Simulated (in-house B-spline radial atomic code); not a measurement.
## Binding energies in K⁺

NIST's tabulated ground configuration is [Ne] 3s2 3p6; each binding energy is the energy of the ion with one electron taken from that subshell, relaxed, less that of the parent. Method: Dirac-Kohn-Sham LDA VWN5, spherical fractional occupations, Fermi nucleus of rms radius 3.4349 fm. Calculated with a radial B-spline atomic code at the basis-set limit. Energies include first-order Breit, QED and recoil terms.

| subshell | X-ray name | binding energy (eV) | -ε (eV) | relaxation (eV) |
| --- | --- | --- | --- | --- |
| 1s | K | 3623.7 | 3517.3 | -109.9 |
| 2s | L1 | 378.6 | 358.4 | -20.4 |
| 2p1/2 | L2 | 310.9 | 288.1 | -23.0 |
| 2p3/2 | L3 | 307.9 | 285.2 | -22.8 |
| 3s | M1 | 48.94 | 41.36 | -7.60 |
| 3p1/2 | M2 | 32.2 | 25.16 | -7.06 |
| 3p3/2 | M3 | 31.91 | 24.88 | -7.03 |

Relaxation = -ε minus the binding energy without Breit, QED and recoil terms. With a density functional, K lines can miss by some tenths of a per cent, more in light atoms. For a density functional the relaxation so defined is negative, because -ε of a Kohn-Sham level is smaller than the binding energy.

Emission lines follow as differences of binding energies, with λ = 12398.42 eV·Å / E:

```json
{"line": "K-L3", "holes": "1s → 2p3/2", "energy (eV)": "3315.8", "wavelength (Å)": "3.7392"}
{"line": "K-L2", "holes": "1s → 2p1/2", "energy (eV)": "3312.8", "wavelength (Å)": "3.7426"}
{"line": "K-M3", "holes": "1s → 3p3/2", "energy (eV)": "3591.8", "wavelength (Å)": "3.4519"}
{"line": "L1-M3", "holes": "2s → 3p3/2", "energy (eV)": "346.7", "wavelength (Å)": "35.762"}
{"line": "L3-M1", "holes": "2p3/2 → 3s", "energy (eV)": "259.0", "wavelength (Å)": "47.878"}
```

Q: What screening constant σ does Moseley's law, E = (3/4)·13.6057 eV·(Z - σ)², need for K-L3?

A: σ = 0.97.

Q: What does it cost to remove both a 1s and a 3p3/2 electron?

A: 3675 eV, which is 19.39 eV more than the two single binding energies together.

Q: What does it cost to remove both a 2s and a 3p3/2 electron?

A: 428.92 eV, which is 18.44 eV more than the two single binding energies together.

Q: What does it cost to remove both a 2p3/2 and a 3s electron?

A: 376.28 eV, which is 19.42 eV more than the two single binding energies together.
